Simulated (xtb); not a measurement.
xtb input (GFN-FF):

```bash
xtb mol.xyz --gfnff --opt tight --chrg 0 --uhf 0
```
mol.xyz:
```
14

C      1.50180405    -0.86289060    -0.66786443
Si     0.00381603     0.00209549     0.02864408
C     -1.55157007    -0.98751207    -0.25196965
C     -0.15763287     1.73651434    -0.63695235
F      0.21711845     0.11922560     1.62974372
H      1.41673136    -0.97256544    -1.75192126
H      2.41414345    -0.30025667    -0.45920571
H      1.61571866    -1.86053514    -0.23869381
H     -2.41704962    -0.49743866     0.19884271
H     -1.46655088    -1.98633595     0.18113677
H     -1.75055661    -1.10183623    -1.32051046
H     -1.00992098     2.25236641    -0.18978326
H     -0.30461505     1.72381688    -1.71985593
H      0.73900255     2.32374758    -0.42800109
```

End of the output:

```
         :::::::::::::::::::::::::::::::::::::::::::::::::::::
         ::                     SUMMARY                     ::
         :::::::::::::::::::::::::::::::::::::::::::::::::::::
         :: total energy              -1.856497429184 Eh    ::
         :: gradient norm              0.000083411214 Eh/a0 ::
         ::.................................................::
         :: bond energy               -1.904193161463 Eh    ::
         :: angle energy               0.007876998780 Eh    ::
         :: torsion energy             0.000002381937 Eh    ::
         :: repulsion energy           0.083525715699 Eh    ::
         :: electrostat energy        -0.036805150726 Eh    ::
         :: dispersion energy         -0.006633278104 Eh    ::
         :: HB energy                  0.000000000000 Eh    ::
         :: XB energy                  0.000000000000 Eh    ::
         :: bonded atm energy         -0.000270935309 Eh    ::
         :: external energy            0.000000000000 Eh    ::
         :: add. restraining           0.000000000000 Eh    ::
         :: total charge               0.000000000000 e     ::
         :::::::::::::::::::::::::::::::::::::::::::::::::::::

           -------------------------------------------------
          |                Property Printout                |
           -------------------------------------------------

molecular dipole:
                 x           y           z       tot (Debye)
Note: The following floating-point exceptions are signalling: IEEE_UNDERFLOW_FLAG IEEE_DENORMAL
normal termination of xtb
 q only:       -0.151      -0.083      -1.134       2.916
           -------------------------------------------------
          |                Geometry Summary                 |
           -------------------------------------------------

      molecular mass/u    :       92.1875763
   center of mass at/Å    :        0.0117452       0.0064492       0.0881596
  moments of inertia/u·Å² :        0.1501671E+03   0.1501680E+03   0.1594946E+03
rotational constants/cm⁻¹ :        0.1122592E+00   0.1122585E+00   0.1056940E+00

 * 13 selected distances

     #   Z          #   Z                                           value/Å
     1   6 C        2  14 Si                                      1.8690185 (max)
     2  14 Si       3   6 C                                       1.8690175
     2  14 Si       4   6 C                                       1.8690175
     2  14 Si       5   9 F                                       1.6087089
     1   6 C        6   1 H                                       1.0861511
     1   6 C        7   1 H                                       1.0857106
     1   6 C        8   1 H                                       1.0857106
     3   6 C        9   1 H                                       1.0857105
     3   6 C       10   1 H                                       1.0857105
     3   6 C       11   1 H                                       1.0861511
     4   6 C       12   1 H                                       1.0857105
     4   6 C       13   1 H                                       1.0861511
     4   6 C       14   1 H                                       1.0857105 (min)

 * 3 distinct bonds (by element types)

   Z      Z             #   av. dist./Å        max./Å        min./Å
   1 H    6 C           9     1.0858574     1.0861511     1.0857105
   6 C   14 Si          3     1.8690178     1.8690185     1.8690175
   9 F   14 Si          1     1.6087089     1.6087089     1.6087089

optimized geometry written to: xtbopt.xyz

           -------------------------------------------------
          | TOTAL ENERGY               -1.856497429184 Eh   |
          | GRADIENT NORM               0.000083411214 Eh/α |
           -------------------------------------------------
########################################################################
[WARNING] Runtime exception occurred
-1- gfnff_setup: Could not read topology file.
########################################################################

------------------------------------------------------------------------
------------------------------------------------------------------------
 total:
 SCF:
 ANC optimizer:
```
